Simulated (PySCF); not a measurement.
C₂H₅BBrF.

```xyz
10

B      0.2954    -0.4638     0.0000
F      1.5933    -0.7577     0.0000
Br    -0.1610     1.4193     0.0000
C     -0.8117    -1.5738     0.0000
C     -0.3080    -3.0218     0.0000
H     -1.4743    -1.3735    -0.8732
H     -1.4743    -1.3735     0.8732
H      0.3162    -3.2353     0.8910
H      0.3162    -3.2353    -0.8910
H     -1.1470    -3.7460     0.0000
```

Geometry: PBE-D3(BJ)/def2-SVP. The structure was generated by enumeration, and PubChem lists no compound with its InChIKey, so it may never have been made. One conformer was computed; it need not be the lowest.

Calculation: HF/pcSseg-1 in PySCF. Non-relativistic, no solvent.

Task: Give the absolute GIAO shielding of each atom: isotropic value and principal components (ppm). (Estimate from the structure and the level; the computed values follow.)

Result: 
```tsv
atom	σ(iso)	σ11	σ22	σ33	span
B1	62.3	16.2	83.7	87.0	70.8
F2	236.7	73.7	206.0	430.2	356.5
Br3	2482.5	1998.9	2540.7	2907.8	908.9
C4	172.7	151.9	170.2	196.0	44.1
C5	180.8	175.5	178.5	188.3	12.8
H6	30.2	24.8	31.0	34.7	10.0
H7	30.2	24.8	31.0	34.7	10.0
H8	30.3	25.7	28.4	36.8	11.1
H9	30.3	25.7	28.4	36.8	11.1
H10	30.4	25.2	27.8	38.2	13.0
```
